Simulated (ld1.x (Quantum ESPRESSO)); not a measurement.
# aluminium: one change to an RRKJ potential, before and after

ld1.x (Quantum ESPRESSO) 7.5 input, shortened:

```
&input
   title='Al', zed=13., rel=1, dft='BP', iswitch=3,
   config='[Ne] 3s2 3p1'
 /
 &inputp
   pseudotype=2, tm=.false., rho0=0.02, lloc=1,
   nlcc=.false.
 /
2
2S  1  0   2.00   0.00  0.75  0.75  0.0
2P  2  1   6.00   0.00  0.80  0.80  0.0
 &test
   configts(1)='2s2 2p6 3s2 3p1'
 /
```

Occupied shells without a wave of their own: 3p, 3s. They enter only through the test configuration that unscreens the potential.

All-electron outer shells of the reference configuration (BP86, scalar-relativistic, ld1.x):

| shell | level (eV) | outermost node (bohr) | outermost maximum (bohr) |
| --- | --- | --- | --- |
| 1s | -1512.18 | – | 0.08 |
| 2s | -108.30 | 0.16 | 0.50 |
| 2p | -69.78 | – | 0.43 |
| 3s | -7.86 | 0.80 | 2.09 |
| 3p | -2.81 | 0.82 | 2.64 |

Change: local potential the s channel.

Cutoffs: the cutoffs (Ry, on a coarse ladder) from which the occupation-weighted sum of valence levels, in a spherical-Bessel basis at the reference potential, stays within 10 and 1 mRy of its value at 400 Ry; they do not see the model core or the augmentation charge, which bear on the density cutoff. Errors are all-electron minus pseudo energies relative to the spin-unpolarised reference configuration.

How do hardness, ghosts and transferability respond?

Of the 7 tests that both files solve, the error grows in 0 and shrinks in 6 by more than 15 % and 0.3 meV (median size 101.8 → 48.7 meV); neither file shows a bound ghost.

```csv
quantity,base,changed
"cutoff, loose",300 Ry,230 Ry
"cutoff, tight",over 300 Ry,300 Ry
loose cutoff by channel (10 mRy a level),"s 260 Ry, p 200 Ry","p 180 Ry, s 120 Ry"
bound ghosts,none,none
"largest miss of a reference level, eV",0.11,0.11
"error for 2s2 2p6 3s2 3p0, meV [ΔE 5.86 eV]",+78,+11
"error for 2s2 2p6 3s1 3p0, meV [ΔE 25.23 eV]",+289,-145
"error for 2s2 2p6 3s0 3p0, meV [ΔE 53.46 eV]",+593,-390
"error for 2s1 2p6 3s2 3p1, meV [ΔE 120.85 eV]",-102,-49
"error for 2s2 2p6 3s1 3p1, meV [ΔE 11.68 eV]",+141,-134
"error for 2s2 2p6 3s2 3p0.5, meV [ΔE 2.13 eV]",+32,+4.1
"error for 2s2 2p6 3s2 3p1.3, meV [ΔE -0.60 eV]",-13,-1.6
s: phases at 0.90 bohr within 0.05 rad from the reference energy up to (Ry; the scan ends near 5),to the end of the scan,to the end of the scan
p: phases at 0.90 bohr within 0.05 rad from the reference energy up to (Ry; the scan ends near 5),to the end of the scan,to the end of the scan
```

Base: The 3p, 3s levels have no wave, so the channel is fitted at the deeper level alone: the likely source of the large errors. Changed file: The 3p, 3s levels have no wave, so the channel is fitted at the deeper level alone: the likely source of the large errors.
